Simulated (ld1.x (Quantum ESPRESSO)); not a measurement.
**Before and after: TM potential for Os**

Os (Z = 76), norm-conserving Troullier–Martins (Kleinman–Bylander form), made with ld1.x (Quantum ESPRESSO) 7.5 (PBE, scalar-relativistic). Core [Xe] 4f14, reference 5d5 6s0 6p0 (charge +3). Waves: 6p (bound, empty): rc 2.75 bohr; 5d (bound): rc 1.45 bohr; 6s (bound, empty): rc 1.90 bohr. Local part: the s channel. Core correction: a·sin(br)/r model core inside 1.00 bohr.

All-electron outer shells of the reference configuration (PBE, scalar-relativistic, ld1.x):

```json
{"shell": "5p", "level (eV)": "-81.28", "outermost node (bohr)": "0.55", "outermost maximum (bohr)": "1.03"}
{"shell": "5d", "level (eV)": "-34.98", "outermost node (bohr)": "0.60", "outermost maximum (bohr)": "1.33"}
{"shell": "6s", "level (eV)": "-30.44", "outermost node (bohr)": "1.19", "outermost maximum (bohr)": "2.24"}
{"shell": "6p", "level (eV)": "-22.07", "outermost node (bohr)": "1.39", "outermost maximum (bohr)": "2.70"}
```

Change: wave 6p (bound): rc 2.75 bohr becomes 6p (bound): rc 1.90 bohr.

Cutoffs: the cutoffs (Ry, on a coarse ladder) from which the occupation-weighted sum of valence levels, in a spherical-Bessel basis at the reference potential, stays within 10 and 1 mRy of its value at 400 Ry; they do not see the model core or the augmentation charge, which bear on the density cutoff. Errors are all-electron minus pseudo energies relative to the spin-unpolarised reference configuration.

Problem. How do hardness, ghosts and transferability respond?

Solution. The potential gets neither clearly harder nor softer (35 Ry and 70 Ry → 35 Ry and 70 Ry); a bound ghost appears in p, which as a rule spoils a file; of the 7 tests that both files solve, the error grows in 3 and shrinks in 0 by more than 15 % and 0.3 meV (median size 54.2 → 95.5 meV). That the errors move this way runs against the usual rule that smaller radii transfer better.

| quantity | base | changed |
| --- | --- | --- |
| cutoff, loose | 35 Ry | 35 Ry |
| cutoff, tight | 70 Ry | 70 Ry |
| bound ghosts | none | p |
| error for 5d6 6s2 6p0, meV [ΔE -55.34 eV] | -54 | -54 |
| error for 5d6 6s1 6p0, meV [ΔE -45.76 eV] | -95 | -95 |
| error for 5d6 6s0 6p0, meV [ΔE -28.85 eV] | -120 | -120 |
| error for 5d6 6s0 6p2, meV [ΔE -44.88 eV] | -8.2 | -101 |
| error for 5d6 6s1 6p1, meV [ΔE -50.28 eV] | -37 | -74 |
| error for 5d6 6s0 6p1, meV [ΔE -39.62 eV] | -52 | -115 |
| error for 5d6 6s1.5 6p0, meV [ΔE -51.42 eV] | -76 | -76 |

Changed file: The cutoffs count occupied waves only; the empty 6p level needs 80 Ry at the loose tolerance. A true bound ghost makes a file unfit for plane-wave use even where its test errors are small: the radial tests pick states by their node count and pass the ghost by.
